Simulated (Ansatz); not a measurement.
A structure relaxed at PBE0-D4/def2-TZVP, charge 0, multiplicity 1:

Cartesian coordinates in Å:
```
C -0.212 -0.849 1.247
Ge 0.220 0.526 -0.019
N -0.354 0.263 -1.710
F -0.454 2.047 0.445
F 1.930 0.822 0.057
H 0.235 -1.794 0.939
H -1.294 -0.965 1.308
H 0.182 -0.571 2.224
H -0.269 1.071 -2.312
H 0.017 -0.550 -2.180
```

Problem. Give its formula and SMILES.

Solution. CH5F2GeN, `[CH3][Ge]([NH2])([F])[F]`.

Problem. Summarise the bond lengths by kind.

Solution. 1 × C–Ge 1.918 Å; 3 × C–H 1.090 Å; 1 × Ge–N 1.805 Å; 2 × F–Ge 1.727 to 1.738 Å; 2 × H–N 1.010 Å.

Results of the Gaussian-basis code of Ansatz.
